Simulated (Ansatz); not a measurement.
`C#[C][AlH][F]` + H₂O → `C#[C][AlH][OH]` + H–F at 600 K and 1 bar (formal hydrolysis of the Al–F bond).

Gas-phase electronic energies from Ansatz, PBE0-D4/def2-TZVP geometries. CBS: MP2 limit from def2 TZ/QZ plus the TZ coupled-cluster correction, frozen cores. This one scheme is used for every species. One conformer a species, not always the lowest.

| species | CCSD(T)/CBS energy (Eh) | H − E (kJ/mol) | S (J/(mol·K)) |
| --- | --- | --- | --- |
| `C#[C][AlH][F]` | -419.13611 | 117.5 | 366.0 |
| H₂O | -76.37941 | 76.8 | 212.8 |
| `C#[C][AlH][OH]` | -395.10198 | 152.4 | 381.1 |
| H–F | -100.39570 | 42.3 | 194.0 |

H − E and S are ideal-gas, rigid-rotor, harmonic terms from PBE0-D4/def2-TZVP, for one conformer and one mirror image of each species. 1 Eh = 2625.50 kJ/mol, R = 8.31446 J/(mol·K).

Q: By hand: ΔE, ΔH, ΔS and ΔG.

A: ΔE = (-395.10198) + (-100.39570) − (-419.13611) − (-76.37941) = 0.01784 Eh = 46.8 kJ/mol. Δ(H − E) = 152.4 + 42.3 − 117.5 − 76.8 = 0.4, so ΔH = 47.2 kJ/mol. ΔS = 381.1 + 194.0 − 366.0 − 212.8 = -3.7 J/(mol·K). ΔG = 47.2 − 600 × (-3.7)/1000 = 49.4 kJ/mol.

Q: By hand: the equilibrium constant, and the temperature at which ΔG would vanish if ΔH and ΔS stayed fixed.

A: log₁₀ K = −ΔG/(RT ln 10) = -4.3. ΔH and −TΔS have one sign here, so there is no such temperature.

The number of gas molecules stays the same, so ΔS is small and ΔH decides. A doubt of 5 kJ/mol in ΔE shifts log₁₀ K by 0.4 here. Other conformers and mirror images would add mixing entropy, several J/(mol·K) or more a flexible species. These are equilibria of isolated gas molecules and say nothing of rates. Largest T1 diagnostic: 0.014 (customary marks: 0.02 for closed shells, 0.045 for open ones).

ΔS is within the doubt of such terms, so its sign, and with it that verdict, could turn.
